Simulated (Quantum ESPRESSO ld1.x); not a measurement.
Q: These are the eigenvalues of the occupied orbitals of an atom or ion with whole-number occupations (eV). All-electron calculation, scalar-relativistic Kohn-Sham, LDA (Slater exchange, VWN5 correlation), spin-polarised, spherical densities, point nucleus. Program: ld1.x of Quantum ESPRESSO 7.5.

1s up: -69271.3
1s down: -69267.5
2s up: -15071.4
2s down: -15068.3
2p up: -13740.4
2p down: -13736.5
3s up: -5911.31
3s down: -5902.86
3p up: -5514.94
3p down: -5506.41

Which element is it, and in what charge state? The configuration may be excited. Open shells, if any, are filled with parallel spins first.

A: Z = 72, hafnium, charge +55: Hf55+ in [Ne] 3s2 3p5. The list shows which subshells hold electrons but not how many an open one holds; the 1s level, -2545.7 hartree, gives Z - s = 71.4 by -(Z - s)^2/2, which with screening and relativity narrows Z to a few neighbours, and the depths of the outer levels then fix element, charge and occupations together.
